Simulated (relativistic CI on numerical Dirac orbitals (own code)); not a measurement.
Calculated at this level of theory: Dirac-Coulomb-Breit CI, KLI orbitals optimised for each configuration, a model potential for QED, unscaled Slater integrals (own radial code, finite nucleus).

The strongest absorption lines from the ground level of an ion, among the configurations computed and to levels below about 466 eV (vacuum wavelength in Å, gf): 50.062 (0.18), 52.574 (1.6), 52.602 (0.75), 52.967 (0.85), 58.891 (0.058), 68.103 (0.42), 68.670 (0.17), 68.749 (0.23).

Question: Which ion is it?
A. Sb36+
B. Xe37+
C. Cd31+
D. Sb34+

Answer: D. Sb34+ has 17 electrons and the ground level 3s2 3p5 2P°_3/2; the strongest line goes to 3s2 3p4 3d 2D_5/2. The pattern of lines fixes the number of electrons, and along that sequence the line energies rise steadily with the charge (about as its square where n changes within one kind of shell, about linearly where n is kept but much faster in heavy ions where fine structure, which grows about as Z⁴, sets the gap, and irregularly where shells cross), which fixes Z. Configurations outside the model, such as inner-shell arrays, can give stronger lines. At this charge energies of transitions that change n are usually good to better than 1 %, and those within a shell (Δn = 0) to a few per cent.

LS names give the leading component of a level, which can be under half, so a name can repeat, a term be missing and a line seem to break the LS rules.
